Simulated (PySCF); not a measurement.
# Electron correlation in O (oxygen, neutral)

[He] 2s2 2p4, high-spin 3P determinant. Calculation: PySCF 2.14, in x2c-TZVPPall (5s3p2d1f, 31 functions); scalar relativity by spin-free X2C-1e. Frozen: nothing; 8 electrons correlated.

| level | correlation energy (mhartree) |
| --- | --- |
| CCSD | -176.82 |
| (T) | -2.93 |
| CCSD(T) | -179.75 |
| CCSDT | -180.06 |

Diagnostics: T1 = 0.0055, D1 = 0.0103, largest double amplitude 0.043.

Cost of the coupled-cluster step: roughly 0.29 core-seconds, for 8 correlated electrons.

This basis was not built for core-valence correlation, so the inner-shell part is incomplete.
